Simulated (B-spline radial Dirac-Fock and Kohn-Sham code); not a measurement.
# Satellites and hypersatellites of the K lines of Ir⁺

System: iridium as Ir⁺ in the configuration [Xe] 4f14 5d7 6s1.

Calculated with a radial finite-basis atomic code, using relaxed Dirac-Fock hole states (ΔSCF) with Breit and QED corrections and a finite nucleus. Each two-hole energy is an average over J within one jj subconfiguration, not an observable level; in light atoms, where LS coupling holds, the j-resolved values are not observed lines, and for a K spectator the Kα1 hypersatellite is nearly forbidden. Correlation energy is missing from these numbers.

Lines without a spectator: Kα2 (K-L2) 63282.5 eV, Kα1 (K-L3) 64891.6 eV, Kβ3 (K-M2) 73194.3 eV, Kβ1 (K-M3) 73550.7 eV. Shifts in eV with one spectator hole (a dash: not computed, or left out as unreliable):

```
spectator hole      Kα2      Kα1      Kβ3      Kβ1
        K (1s)  +1042.6  +1128.7  +1351.7  +1371.9
    L2 (2p1/2)   +135.1   +184.0        –   +344.6
    L3 (2p3/2)    +97.9   +109.1   +252.5        –
    M2 (3p1/2)        –   +29.52    +55.5    +65.9
    M3 (3p3/2)   +15.29        –    +45.7    +46.6
    M5 (3d5/2)    -0.55    +3.75        –        –
```
